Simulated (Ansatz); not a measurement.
This geometry of CH$_{7}$BOSSi (12 atoms, charge 0, multiplicity 1) is a first-order saddle point.

Theory: Ansatz 0.2.0, RKS r2SCAN/def2-SVP.

```xyz
12
Properties=species:S:1:pos:R:3
Si -1.390 -1.411 1.290
B 0.194 -0.140 1.044
O 0.650 0.192 -0.183
C 0.549 1.090 -1.238
S 1.740 0.748 -2.563
H -2.584 -0.595 1.700
H -1.762 -2.157 0.046
H -1.154 -2.401 2.389
H 0.758 0.332 2.021
H -0.441 1.016 -1.725
H 0.686 2.124 -0.875
H 2.832 1.147 -1.873
```

**Question.** Which two structures does it join? (They come from a converged band through this point; their orientation in space is the band's.)

**Answer.** No bond is made or broken. The dihedral Si1–B2–O3–C4 goes from 178 to 1°.

Image 0:

```xyz
12
Properties=species:S:1:pos:R:3
Si -1.661 -0.785 1.573
B 0.082 -0.423 0.602
O 0.043 -0.049 -0.697
C 1.227 0.255 -1.418
S 1.733 1.991 -1.270
H -1.777 0.109 2.772
H -2.871 -0.580 0.716
H -1.683 -2.195 2.085
H 1.165 -0.549 1.146
H 2.083 -0.329 -1.037
H 1.045 0.000 -2.472
H 0.691 2.500 -1.966
```

Image 6:

```xyz
12
Properties=species:S:1:pos:R:3
Si -1.133 -0.439 1.376
B -0.232 -1.280 -0.249
O 0.767 -0.736 -0.987
C 1.341 0.528 -0.706
S 0.191 1.924 -0.893
H -0.368 0.665 2.041
H -2.471 0.101 0.973
H -1.377 -1.502 2.405
H -0.597 -2.367 -0.644
H 1.693 0.583 0.337
H 2.198 0.652 -1.382
H 0.065 1.814 -2.236
```

**Question.** How far does it lie above each of them?

**Answer.** 16.1 kcal/mol above the first and 16.6 kcal/mol above the second. This is the barrier of this one path; another mechanism may lie lower.

Time of the run: 16 min on 2 threads of Arm Neoverse V1 (shared host), peak memory 0.18 GiB.
